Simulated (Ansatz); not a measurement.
B9P9H24, a nanocrystal cut from wurtzite BP (hydrogen-capped), relaxed as a singlet with RKS PBE-D4/def2-SVP in Ansatz, starting from the GFN2-xTB geometry. Force threshold 0.03 eV/Å.

Single mean-field runs in def2-SVP are fitted with def2-universal-jkfit.

Start:

Cartesian coordinates in Å:
```
B -1.733 -3.404 0.555
P -0.477 -3.573 -0.919
P -1.544 -1.553 1.098
B 0.249 -1.162 1.744
B 0.524 -1.990 -1.401
P 1.444 -1.377 0.201
P 0.427 0.689 2.311
B 2.204 1.076 2.981
B 2.474 0.225 -0.200
P 3.344 0.779 1.436
B -2.062 -0.322 -0.315
P -0.762 -0.575 -1.764
P -1.895 1.532 0.244
B -0.100 1.908 0.890
B 0.172 1.062 -2.249
P 1.110 1.552 -0.614
B -2.438 2.765 -1.148
P -1.166 2.418 -2.578
H -1.396 -4.133 1.433
H -2.833 -3.610 0.149
H 0.426 -4.620 -0.749
H -1.057 -4.091 -2.075
H -2.417 -1.328 2.169
H 0.566 -1.913 2.613
H 1.269 -2.162 -2.309
H 2.384 -2.379 0.516
H -0.479 0.879 3.362
H 2.505 0.304 3.836
H 2.288 2.216 3.309
H 3.228 0.059 -1.102
H 4.392 -0.102 1.692
H 4.162 1.869 1.146
H -3.161 -0.558 -0.709
H -1.468 -0.977 -2.916
H -2.760 1.704 1.332
H 0.005 3.044 1.235
H 0.916 0.901 -3.161
H 1.803 2.745 -0.904
H -3.533 2.505 -1.536
H -2.309 3.890 -0.783
H -1.780 2.136 -3.796
H -0.520 3.569 -3.025
```

| step | energy (eV) | largest force component (eV/Å) | SCF passes |
| --- | --- | --- | --- |
| 1 | -90007.4180 | 0.829 | 17 |
| 2 | -90007.7541 | 0.284 | 20 |
| 3 | -90007.8015 | 0.050 | 20 |
| 4 | -90007.8031 | 0.005 | 21 |

Force components are those of the run's own axes.

End:

```xyz
42

B    -1.7416   -3.4361    0.5515
P    -0.4757   -3.6163   -0.9392
P    -1.5604   -1.5675    1.1125
B     0.2431   -1.1688    1.7650
B     0.5241   -2.0038   -1.4065
P     1.4638   -1.3998    0.2113
P     0.4276    0.6956    2.3371
B     2.2307    1.0839    2.9986
B     2.4853    0.2290   -0.1988
P     3.3894    0.7876    1.4409
B    -2.0839   -0.3229   -0.3067
P    -0.7816   -0.5843   -1.7876
P    -1.9161    1.5475    0.2506
B    -0.1099    1.9238    0.9088
B     0.1726    1.0691   -2.2575
P     1.1228    1.5836   -0.6152
B    -2.4512    2.7871   -1.1694
P    -1.1697    2.4428   -2.6172
H    -1.3885   -4.1832    1.4535
H    -2.8710   -3.6405    0.1282
H     0.4695   -4.6675   -0.7293
H    -1.0991   -4.1024   -2.1297
H    -2.4572   -1.3570    2.2057
H     0.5664   -1.9365    2.6590
H     1.2940   -2.1679   -2.3381
H     2.4194   -2.4139    0.5337
H    -0.4816    0.8926    3.4225
H     2.5404    0.2837    3.8706
H     2.3147    2.2591    3.3274
H     3.2482    0.0569   -1.1347
H     4.4308   -0.1545    1.7061
H     4.1881    1.9308    1.1287
H    -3.2135   -0.5625   -0.7061
H    -1.5002   -0.9901   -2.9557
H    -2.8102    1.7387    1.3495
H    -0.0072    3.0871    1.2683
H     0.9434    0.8943   -3.1864
H     1.8242    2.7950   -0.9088
H    -3.5734    2.5101   -1.5698
H    -2.3111    3.9428   -0.7937
H    -1.8136    2.1093   -3.8487
H    -0.4818    3.6252   -3.0307
```

By distances, no bond broke or formed. The bond that changes most is P18–H41, from 1.39 to 1.43 Å (atoms count from 1).

No frequencies were taken in this run, so the end may be a saddle point.

Run time 14 s (2 threads of AMD EPYC 7R13 on a shared host and a share (18 GiB) of an NVIDIA H100 80GB HBM3), peak host memory 0.92 GiB.
